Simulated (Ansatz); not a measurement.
The first iterations of a band of a periodic cell of 19 atoms, SiC$_{18}$ (surface graphene monolayer, adsorbate Si).

These are results of Ansatz, DFT PBE, scalar-relativistic, plane waves, PAW, not measurements. Settings: cutoff 420 eV, k mesh 2x2x1, fermi-dirac smearing 0.02 eV, spin collinear.

```json
{
 "movable images": "4",
 "climbing image": "no",
 "spring": "5.0 eV/Å²",
 "optimiser": "quadratic models (default)",
 "start path": "default",
 "force threshold": "0.05 eV/Å",
 "iteration limit": "50",
 "end points": "relaxed"
}
```

First end point:

```xyz
19
Lattice="7.3980 0.0000 0.0000 -3.6990 6.4069 0.0000 0.0000 0.0000 11.0000" Properties=species:S:1:pos:R:3
C 0.032 0.012 0.952
C 1.265 0.716 0.946
C -1.208 2.144 0.945
C 0.025 2.849 0.952
C -2.433 4.278 1.000
C -1.210 4.989 1.000
C 2.495 0.006 0.982
C 3.726 0.723 0.989
C 1.259 2.135 0.947
C 2.491 2.836 1.004
C 0.016 4.266 1.015
C 1.252 4.996 1.056
C 4.964 0.025 1.004
C 6.195 0.725 0.947
C 3.729 2.138 0.989
C 4.959 2.854 0.982
C 2.504 4.271 1.056
C 3.739 5.001 1.016
Si 1.879 4.637 3.069
```

Last end point:

```xyz
19
Lattice="7.3980 0.0000 0.0000 -3.6990 6.4069 0.0000 0.0000 0.0000 11.0000" Properties=species:S:1:pos:R:3
C 0.032 0.025 1.004
C 1.263 0.725 0.947
C -1.203 2.138 0.989
C 0.027 2.854 0.982
C -2.428 4.271 1.056
C -1.193 5.001 1.016
C 2.498 0.012 0.952
C 3.731 0.716 0.946
C 1.258 2.144 0.945
C 2.491 2.849 0.952
C 0.033 4.278 1.000
C 1.256 4.989 1.000
C 4.961 0.006 0.982
C 6.192 0.723 0.989
C 3.725 2.135 0.947
C 4.957 2.836 1.004
C 2.482 4.266 1.015
C 3.718 4.996 1.056
Si 4.345 4.637 3.069
```

| iteration | highest image above the first end (eV) | largest band force component (eV/Å) |
| --- | --- | --- |
| 1 | 0.065 | 0.514 |
| 2 | 0.045 | 0.266 |

Does the band converge within its limit, and where does its top end?

It converged. It ended after 6 iterations with the highest image 0.034 eV above the first end. The profile has 2 maxima (images 1, 4) with wells between them (image 2): this band takes more than one step, which may be the mechanism or a detour left from its start path. No image climbed, so the highest image needn't sit at the top of the path. Limits of this set-up: coarse k mesh, slab without dipole correction, a typed lattice constant that wasn't relaxed here.

Time of the run: 110 s on 2 threads of AMD EPYC 9R45 96-Core Processor (Zen 5), on a shared host, peak memory 1.7 GiB.
